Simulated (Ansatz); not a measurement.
F₄Hf, charge +3, doublet, at a GFN2-xTB geometry of the parent state (such geometries of metal compounds can be far from the true shape) (the multiplicity is a formal guess) (core potentials on Hf); PBE0/def2-SVP (Ansatz, a program for electronic structure).

Here is a job for Ansatz.
Ansatz 0.2 input:
```yaml
crystal:
  periodic: [false, false, false]
  atoms:
    - {symbol: Hf, position_ang: [0.00000000, -0.00000000, -0.00000000]}
    - {symbol: F, position_ang: [1.22674153, 0.87023871, -1.08387958]}
    - {symbol: F, position_ang: [0.88960024, -1.19152916, 1.10719231]}
    - {symbol: F, position_ang: [-1.21136832, -0.92425168, -1.05610168]}
    - {symbol: F, position_ang: [-0.90497345, 1.24554213, 1.03278894]}
basis:
  gaussian:
    orbitals: def2-SVP
hamiltonian:
  xc: pbe0
total_charge: 3
magnetization: {spin_polarized: false, initial_magnetization: 1}
```

Task: Predict the main parts of the log of this Ansatz run.

Result: 
```
Functional definition: PBE0
828 factors; integrals over basis functions are off by at most 4.3e-4 eV
mean field evaluation 1: about -12079.6686 eV, gradient 1.0e2 eV
mean field evaluation 2: about -12079.8556 eV, gradient 1.0e2 eV
mean field evaluation 4: about -12094.6035 eV, gradient 3.4e1 eV
mean field evaluation 8: about -12097.2144 eV, gradient 7.4e0 eV
mean field evaluation 16: about -12097.4296 eV, gradient 4.8e0 eV
mean field evaluation 32: about -12098.4884 eV, gradient 3.1e-1 eV
mean field evaluation 64: about -12098.5088 eV, gradient 1.1e-4 eV
mean field evaluation 96: about -11947.7890 eV, gradient 5.8e2 eV
mean field evaluation 128: about -12098.4846 eV, gradient 1.9e0 eV
mean field evaluation 160: about -12097.4877 eV, gradient 2.1e1 eV
mean field evaluation 192: about -12098.4321 eV, gradient 3.6e0 eV
mean field -12098.50880119 eV, -444.6119977801 hartree, gradient 9.0e-6 eV, S^2 0.750000; 8 other end points of the search recorded, 0 dependent functions left out
reference -12098.50885539 eV, -444.6119997716 hartree; 23, 22 occupied and 65, 66 virtual orbitals, 828 factors
Total energy: -12098.50885539 eV, -444.6119997716 hartree
```
